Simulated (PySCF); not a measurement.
AlF4, SMILES [F][Al-]([F])([F])[F], charge -1. Heavy atoms are numbered as in [Al-:1]([F:2])([F:3])([F:4])[F:5].

The structure is a stationary point at PBE0-D3(BJ)/def2-SVPD. The isomer is the one that the SMILES or the coordinates give; other isomers of the formula were not compared.

Calculation: PBE/pcSseg-2 run with PySCF.

GIAO shieldings, no solvent; atoms alike by connectivity are averaged. δ = σ(ref) − σ: ¹⁹F against CFCl3 (σ = 132.0 ppm), references at their B3LYP-D3(BJ)/def2-TZVP geometries, non-relativistic.

```csv
nucleus,atoms,count,δ (ppm)
¹⁹F,F2,4,-257.5
```
